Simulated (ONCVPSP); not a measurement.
What one change does to a pseudopotential (Be (Z = 4), ONCV)

- Element: Be (Z = 4)
- Generator: ONCVPSP 4.0.1
- Type: optimised norm-conserving Vanderbilt (ONCV)
- Functional: PBE
- Relativity: scalar-relativistic
- Frozen core: [He]
- Valence charge: 2
- Reference configuration: 2s2
- Partial waves: 2s: rc 2.25 bohr, ncon 4, nbas 8, qcut 2.3 1/bohr, 1 projector; p scattering state at 0.38 Ha: rc 2.45 bohr, ncon 3, nbas 6, qcut 3.1 1/bohr, 1 projector; d scattering state at 0.02 Ha: rc 2.40 bohr, ncon 5, nbas 10, qcut 4.2 1/bohr, 2 projectors, debl 3 Ha
- Local potential: polynomial inside 1.80 bohr (lpopt 1, dvloc0 0 Ha)
- Core correction: Teter function, fcfact 6, rcfact 1.35

In the p channel the program set the typed energies aside and used 0.050 Ha.

Change: s: qcut 2.7.

Cutoffs: the cutoffs (Ha) at which the residual kinetic energy of the hardest occupied pseudo-wave falls to 1 and 0.1 mHa per electron; they do not see the model core or the augmentation charge, which bear on the density cutoff. Errors are all-electron minus pseudo energies relative to the spin-unpolarised reference configuration.

Problem. How do hardness, ghosts and transferability respond?

Solution. The potential gets softer (6.6 Ha and 30 Ha → 3.9 Ha and 27 Ha); of the 3 tests that both files solve, the error grows in 2 and shrinks in 0 by more than 15 % and 0.3 meV (median size 5.3 → 7.8 meV); neither file shows a bound ghost.

| quantity | base | changed |
| --- | --- | --- |
| cutoff, loose | 6.6 Ha | 3.9 Ha |
| cutoff, tight | 30 Ha | 27 Ha |
| bound ghosts | none | none |
| GHOST(+) flags under 300 eV | none | none |
| tests with a reliable result | 3 of 4 | 3 of 4 |
| error for 2s1, meV [ΔE 9.55 eV] | +5.3 | +7.8 |
| error for 2s1.5, meV [ΔE 3.76 eV] | +1.3 | +1.6 |
| error for 2s1 2p1, meV [ΔE 3.61 eV] | -15 | -15 |
| s: phases at 2.29 bohr within 0.05 rad from the reference energy up to (Ha; the scan ends near 5) | 0.8 | 0.9 |
| p: phases at 2.49 bohr within 0.05 rad from the reference energy up to (Ha; the scan ends near 5) | 0.8 | 0.8 |
| d: phases at 2.43 bohr within 0.05 rad from the reference energy up to (Ha; the scan ends near 5) | to the end of the scan | to the end of the scan |
| rms error of d²Exc/dni dnj with the model core, mHa | 0.40 | 0.60 |

Changed file: The cutoffs count occupied waves only; projector 2 of the d channel, the hardest unoccupied one, needs 12 Ha at the loose tolerance.
